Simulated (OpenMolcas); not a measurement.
# B: the spin-orbit constant, worked from levels

```json
{"Program": "OpenMolcas 26.06", "Basis": "ANO-R3 [4s4p2d1f]", "Scalar Hamiltonian": "X2C, finite nucleus", "Active space": "1 electron in 9 orbitals (RAS2 2p; RAS3 3s 3d, at most 1 electron)", "State averaging": "2S+1 = 2 odd, 3 roots; 2S+1 = 2 even, 1 root", "Spin-orbit coupling": "state interaction with AMFI integrals over the reference wave functions, term energies averaged over their components"}
```

Methods: RASSCF; SS-RASPT2, IPEA 0.25 Eh, imaginary shift 0.1 Eh (closed shells correlated: 1s 2s). Measured levels: NIST Handbook of Basic Atomic Spectroscopic Data.

**The spin-orbit constant.** For the Hund term ²P° of p1, E(J) = (A/2) J(J+1) + constant and ζ = 2S·A = A. From J = 1/2 to J = 3/2 the energy changes by 1.5 A.

```csv
Source,E(3/2) - E(1/2),A,ζ
RASSCF,14.4,9.6,10
SS-RASPT2,14.4,9.6,10
measured,15.3,10.2,10
```

All in cm-1. SS-RASPT2 is off by -5.9 % and RASSCF by -5.9 %. Both methods take the spin-orbit matrix elements from the reference wave functions, so the second can move ζ only through the term energies and any multistate remixing.

No level of 2s² 3d was computed, though it lies in the active space. With one active electron the reference holds no correlation, so core polarisation is missing (holds for RASSCF). With one active electron, CASPT2 adds the correlation within the correlated inactive shells and between them and that electron, and leaves the splitting within a term as the reference gives it (holds for SS-RASPT2). Computed and measured levels are paired by configuration, term and J; levels that our copy of the source lacks, or whose pairing is in doubt (as where it misses far off the trend of its configuration), stay unpaired and out of the deviations. Only configurations of the active space appear.

° marks odd parity.
